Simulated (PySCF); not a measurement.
Molecule: Zn(I)(iPr), C₃H₇IZn, SMILES C[CH](C)[Zn][I]. Atoms near the plane z = 0.0 Å, at the PBE0/def2-SVP optimised geometry (x, y, z in Å): Zn1 (0.6, -0.1, 0.0), I2 (3.1, -0.1, 0.0), C3 (-1.4, -0.1, 0.0), C4 (-1.9, 1.4, 0.0), H6 (-1.6, -0.5, -1.0), H7 (-3.1, 1.3, 0.0), H8 (-1.7, 1.9, 0.9), H9 (-1.6, 2.0, -0.8), H10 (-1.6, -2.0, 1.1), H11 (-3.0, -1.0, 1.1).

Level of theory: PBE0/def2-TZVP, def2 effective core potentials past Kr (PySCF). The core electrons that the potentials of I replace are not part of the density. Cells within 0.4 Å of a nucleus heavier than hydrogen are left out (blank, or x). The values are rescaled to run from 0 to 1.

```
|5555555555555555555555555555555|
|5555555555555555555555555555555|
|5555555555555555555555555555555|
|5555555555555555555555555555555|
|5555555555556666666665555555555|
|5555555555566666666666655555555|
|5555555555566666666666666555555|
|5555555555566666666666666666655|
|5555555555556666666666666666666|
|5555555554556666776666666666666|
|5555555444456667777766556666666|
|555555544xx55667777765555666666|
|555555555xx55567788765445667666|
|5555556667653457778764335677766|
|5555566677741247538753365687776|
|55556666789xx048xx98525xx688776|
|55556666778x0147xx87533x4688776|
|5555666667643356678753345777776|
|5555566666654556777764445677766|
|5555556666655566777765555666666|
|5555556666666666777666556666666|
|5555555666666666666666666666666|
|5555555666666666666666666666666|
|5555555666666666666666666666665|
|5555555566666666666666666665555|
|5555555556666666666666655555555|
|5555555555566666666655555555555|
|5555555555555555555555555555555|
|5555555555555555555555555555555|
|5555555555555555555555555555555|
|5555555555555555555555555555555|
```
Scale: ten equal steps from 0.000 (start of '0') to 1.00 (end of '9'), in the order '0123456789'; x runs from -5.50 to 5.50, y from -5.50 (bottom) to 5.50 (top).

### Question
Which quantity is mapped?
(A) log10 of the electron density
(B) Laplacian of the electron density
(C) electrostatic potential
(D) an orbital amplitude

### Answer
D, an orbital amplitude. In full: LUMO amplitude (bohr^(-3/2)).
